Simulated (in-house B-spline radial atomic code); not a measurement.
# Ti VII (Ti6+): [He] 2s1 2p6 3s2 3p5 (with a hole in an inner shell)

All numbers are computed (Dirac-Hartree-Fock, average of configuration; Fermi nucleus of rms radius 3.5921 fm) with an all-electron radial atomic-structure program (B-spline basis), not measured.

Effective charges: Z_r = [3n² - l(l+1)]/(2<r>) from the radius, Z_e = n√(-2ε) from the energy, and Slater's rules. Values are occupation-weighted means over j.

```json
{"shell": "1s", "electrons": "2", "ε (eV)": "-5177.6", "<r> (bohr)": "0.06955", "Z_r": "21.57", "Z_e": "19.51", "Slater": "21.70"}
{"shell": "2s", "electrons": "1", "ε (eV)": "-732.34", "<r> (bohr)": "0.3205", "Z_r": "18.72", "Z_e": "14.67", "Slater": "18.20"}
{"shell": "2p", "electrons": "6", "ε (eV)": "-623.11", "<r> (bohr)": "0.2833", "Z_r": "17.65", "Z_e": "13.53", "Slater": "18.20"}
{"shell": "3s", "electrons": "2", "ε (eV)": "-178.82", "<r> (bohr)": "0.912", "Z_r": "14.80", "Z_e": "10.88", "Slater": "11.95"}
{"shell": "3p", "electrons": "5", "ε (eV)": "-149.03", "<r> (bohr)": "0.9385", "Z_r": "13.32", "Z_e": "9.93", "Slater": "11.95"}
```

The least bound orbital is 3p3/2 at -148.7 eV, and it is also the most diffuse (<r> = 0.9402 bohr). The part-filled 2s shell lies below the filled 3s shell in orbital energy.

Spin-orbit splittings of the orbital energies (j = l + 1/2 above j = l - 1/2 when positive): 2p 6.126 eV, 3p 0.9332 eV.

For the 1s electron the small component carries 0.621 % of the norm, the zero-frequency Breit interaction raises the level by 4.83 eV, self-energy by 2.319 eV, and vacuum polarisation lowers it by 0.1802 eV.
